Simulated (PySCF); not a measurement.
# Heteronuclear NMR

Mapped SMILES: `[N:1]#[C:2][c:3]1[cH:4][p:5][cH:6][p:7][c:8]1[C:9]#[N:10]`. Each H is labelled by its parent atom.

Gas phase, one computed conformer, non-relativistic. Structure optimised with GFN2-xTB; σ from GIAO-PBE0/pcSseg-1; PySCF 2.14.

**Question.** What are the ³¹P shifts?

**Answer.** 
```tsv
atoms	environment	σ (ppm)	δ (ppm)
P7	phosphorus bonded to 2 C, in a 6-membered ring	26.4	248.2
P5	phosphorus bonded to 2 C, in a 6-membered ring	41.5	235.7
```

Shieldings were converted by a linear fit to measured shifts: ³¹P: δ = 270.09 − 0.828σ (rms 18.1 ppm, 64 shifts vs H3PO4, solution or neat liquid). Occasional misses reach two or three times the rms, and more in compound classes unlike the fitted ones.

On a 500 MHz spectrometer ³¹P resonates near 202.4 MHz, so 1 ppm is 202.4 Hz.

**Question.** Predict the ¹⁵N NMR data.

**Answer.** 
```json
{"atoms": "N10", "environment": "nitrile nitrogen", "σ (ppm)": "-82.7", "δ (ppm)": "-71.8"}
{"atoms": "N1", "environment": "nitrile nitrogen", "σ (ppm)": "-64.9", "δ (ppm)": "-88.2"}
```

Shieldings were converted by a linear fit to measured shifts: ¹⁵N (scatter 6.3 ppm rms vs CH3NO2, solution or neat liquid). Occasional misses reach two or three times the rms, and more in compound classes unlike the fitted ones.

On a 300 MHz spectrometer ¹⁵N resonates near 30.4 MHz, so 1 ppm is 30.4 Hz.
